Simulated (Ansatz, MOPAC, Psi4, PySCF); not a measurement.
CH3F (SMILES CF) and CH6Si (SMILES C[SiH3]) are pulled apart as rigid monomers along the line of their centres of mass, from the B3LYP-D3(BJ)/def2-TZVP minimum. Starting geometry (charge 0, multiplicity 1):
```xyz
13

C     -0.1471    -0.1337     0.5081
F      1.0017     0.1518     1.2392
H     -0.8590     0.6806     0.6440
H      0.1251    -0.2283    -0.5437
H     -0.5711    -1.0684     0.8757
C     -0.6659    -0.1348     6.0528
Si    -0.0055    -0.0133     4.2986
H     -0.5806     0.8235     6.5688
H     -0.1091    -0.8769     6.6283
H     -1.7179    -0.4264     6.0561
H     -0.7822     0.9934     3.5350
H     -0.1402    -1.3231     3.6162
H      1.4208     0.3824     4.3105
```

Interaction energies with rigid monomers; basis-set methods are counterpoise corrected unless marked otherwise.

Cores are frozen in the correlated methods. Rows in 6-31G* carry no dispersion term and start afresh at each structure (6-31G* with six Cartesian d functions). The state that PM6 reach isn't checked.

Programs: Ansatz (an electronic-structure program); MOPAC for PM6 (differences of heats of formation); Psi4 for SAPT; PySCF for 6-31G* rows, the dispersion terms. 

```
F2···Si7 (Å)  PM6 (kcal/mol)  HF/6-31G* (no counterpoise) (kcal/mol)  PBE-D4/def2-TZVPPD (kcal/mol)  wB97X-V/def2-TZVPPD (kcal/mol)  SAPT0/jun-cc-pV(D+d)Z (kcal/mol)
------------  --------------  --------------------------------------  -----------------------------  ------------------------------  --------------------------------
2.91                    2.12                                    0.54                          -0.66                           -0.84                              0.24
3.23                    0.43                                   -0.99                          -1.35                           -1.43                             -0.70
3.70                    0.04                                   -1.17                          -1.08                           -1.03                             -0.63
4.50                    0.13                                   -0.38                          -0.38                           -0.34                             -0.23
5.79                    0.08                                       …                           0.00                               …                             -0.03
```

Q: Some entries are withheld; supply them.

A: 
- 5.79, HF/6-31G* (no counterpoise) (kcal/mol): 0.00
- 5.79, wB97X-V/def2-TZVPPD (kcal/mol): -0.05
